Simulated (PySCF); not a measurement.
# Electron correlation in Ge⁺ (germanium, charge +1)

[Ar] 3d10 4s2 4p1, 2P determinant. All numbers are calculated (PySCF 2.14, scalar relativity by spin-free X2C-1e, in x2c-TZVPPall with one added diffuse shell each of s, p, d type (7s6p5d1f, 57 functions)). Frozen: [Ar] 3d10; 3 electrons correlated.

```json
{"level": "CCSD", "correlation energy (mhartree)": "-50.18"}
{"level": "(T)", "correlation energy (mhartree)": "-0.76"}
{"level": "CCSD(T)", "correlation energy (mhartree)": "-50.94"}
{"level": "CCSDT", "correlation energy (mhartree)": "-51.18"}
```

Diagnostics: T1 = 0.010, D1 = 0.0234, largest double amplitude 0.091.

Question: Is a single reference adequate?

Answer: Mostly. T1 lies below 0.03, but a double amplitude of this size points to a near-degeneracy that CCSD handles and MP2 describes poorly.
